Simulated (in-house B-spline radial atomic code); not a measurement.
Radial electron density of Cs VI (Cs5+), [Kr] 4d10 5s2 5p2. All numbers are computed (scalar-relativistic (X2C) PBE0, spin-polarised, spherical fractional occupations, exact exchange averaged over the configuration; Fermi nucleus of rms radius 4.8041 fm) with a radial B-spline atomic code at the basis-set limit, not measured.

One-electron X2C: radii and densities carry no picture-change correction, so inner-shell <1/r> comes out high (for 1s by about 2 % at Z = 33, 5 % at 54, 10 % at 75, 30 % at 118) and <r> low.

Columns: r (bohr), 4πr²n(r) (electrons per bohr), bar.

```
0.000834    2.527 #
 0.00103    3.508 ##
 0.00126    4.778 ##
 0.00156    6.594 ###
 0.00191    8.891 ####
 0.00236    12.05 ######
  0.0029    16.04 ########
 0.00357    21.14 ##########
 0.00439    27.39 #############
 0.00541    34.89 ################
 0.00665    43.28 ####################
 0.00819    52.24 #########################
  0.0101    60.89 #############################
  0.0124    67.82 ################################
  0.0153    72.01 ##################################
  0.0188    72.39 ##################################
  0.0231     69.3 #################################
  0.0285    64.62 ##############################
   0.035    62.17 #############################
  0.0431    65.55 ###############################
  0.0531    75.64 ####################################
  0.0653    87.73 #########################################
  0.0804    93.53 ############################################
  0.0989    87.48 #########################################
   0.122    74.16 ###################################
    0.15    66.98 ################################
   0.184    72.25 ##################################
   0.227    79.38 #####################################
   0.279    70.92 #################################
   0.344     47.4 ######################
   0.423    29.27 ##############
   0.521    27.57 #############
   0.641    31.33 ###############
   0.789    27.17 #############
   0.971    17.02 ########
     1.2    8.961 ####
    1.47    5.363 ###
    1.81    3.336 ##
    2.23    1.596 #
    2.74   0.4939 
    3.38  0.08539 
    4.16 0.007638 
    5.11 0.0003134 
    6.29 4.758e-06
```

On this grid the curve has 4 maxima, near 0.0188, 0.0804, 0.227, 0.641 bohr.

The 5s up radial function P(r) = rR(r), positive near the nucleus:

| r (bohr) | P |
| --- | --- |
| 0.000364 | 0.01724 |
| 0.000551 | 0.02401 |
| 0.000834 | 0.03327 |
| 0.00126 | 0.04568 |
| 0.00191 | 0.06215 |
| 0.0029 | 0.08306 |
| 0.00439 | 0.1075 |
| 0.00665 | 0.1323 |
| 0.0101 | 0.1492 |
| 0.0153 | 0.1422 |
| 0.0231 | 0.08916 |
| 0.035 | -0.02602 |
| 0.0531 | -0.1727 |
| 0.0804 | -0.2272 |
| 0.122 | -0.03781 |
| 0.184 | 0.2831 |
| 0.279 | 0.2374 |
| 0.423 | -0.3191 |
| 0.641 | -0.4292 |
| 0.971 | 0.3879 |
| 1.47 | 0.9461 |
| 2.23 | 0.5628 |
| 3.38 | 0.103 |
| 5.11 | 0.004095 |
